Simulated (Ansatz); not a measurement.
`C[O][AlH][O]C` and `C[O][AlH][F]` differ in one atom or group.

Ansatz, PBE0-D4/def2-TZVP geometries, multiplicity 1. Each molecule was computed in one conformer, which needn't be the lowest.

```json
{"property": "size of the dipole moment (ωB97M-V/def2-TZVPP) / D", "`C[O][AlH][O]C`": "1.94"}
{"property": "HOMO–LUMO gap (PBE0/def2-TZVPP) / eV", "`C[O][AlH][O]C`": "7.93"}
{"property": "HOMO energy (PBE/def2-TZVPP) / eV", "`C[O][AlH][O]C`": "-6.41"}
{"property": "LUMO energy (ωB97M-V/def2-TZVPP) / eV", "`C[O][AlH][O]C`": "1.47"}
{"property": "HOMO–LUMO gap (ωB97M-V/def2-TZVPP) / eV", "`C[O][AlH][O]C`": "11.85"}
{"property": "size of the dipole moment (PBE/def2-TZVPP) / D", "`C[O][AlH][O]C`": "1.84"}
```

**Question.** Give the same properties after the change, and the shifts. (Estimate.)

**Answer.** Computed: 
| property | `C[O][AlH][F]` | shift |
| --- | --- | --- |
| size of the dipole moment (ωB97M-V/def2-TZVPP) / D | 1.12 | -0.82 |
| HOMO–LUMO gap (PBE0/def2-TZVPP) / eV | 8.04 | 0.11 |
| HOMO energy (PBE/def2-TZVPP) / eV | -6.94 | -0.53 |
| LUMO energy (ωB97M-V/def2-TZVPP) / eV | 1.11 | -0.36 |
| HOMO–LUMO gap (ωB97M-V/def2-TZVPP) / eV | 11.99 | 0.14 |
| size of the dipole moment (PBE/def2-TZVPP) / D | 1.14 | -0.70 |

With PBE0 the HOMO falls by 0.49 eV and the LUMO falls by 0.38 eV, so the gap widens by about 0.11 eV. PBE moves the HOMO by -0.53 eV and ωB97M-V by -0.51 eV. Dipoles are sizes alone; their direction can turn.
